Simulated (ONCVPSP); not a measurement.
How hard is this carbon ONCV potential?

C, optimised norm-conserving Vanderbilt (ONCV), made with ONCVPSP 4.0.1 (PBE, non-relativistic). Core [He], reference 2s2 2p1 (charge +1). Waves: 2s: rc 1.15 bohr, ncon 4, nbas 8, qcut 6.5 1/bohr, local; 2p: rc 1.70 bohr, ncon 4, nbas 8, qcut 6.6 1/bohr, 2 projectors, debl 2.2 Ha. Local part: the s channel. Core correction: polynomial model core, fcfact 0.15.

Q: For each optimised wave give the share of its norm inside rc, the residual kinetic energy above qcut (Ha) and the cutoffs (Ha) for errors of 10, 1, 0.1 and 0.01 mHa per electron.

A:

| wave | norm inside rc | residual KE | 10 mHa | 1 mHa | 0.1 mHa | 0.01 mHa |
| --- | --- | --- | --- | --- | --- | --- |
| 2s | 0.341 | 4.2e-04 | 12.5 | 18.9 | 56.1 | 124.7 |
| 2p | 0.670 | 4.5e-05 | 12.8 | 17.0 | 20.4 | 55.3 |
| p projector 2 | 0.125 | 3.8e-04 | 15.2 | 19.8 | 34.0 | 85.3 |

The occupied waves need 19 Ha and 56 Ha for 1 and 0.1 mHa. Its largest configuration-test error is +313 meV.
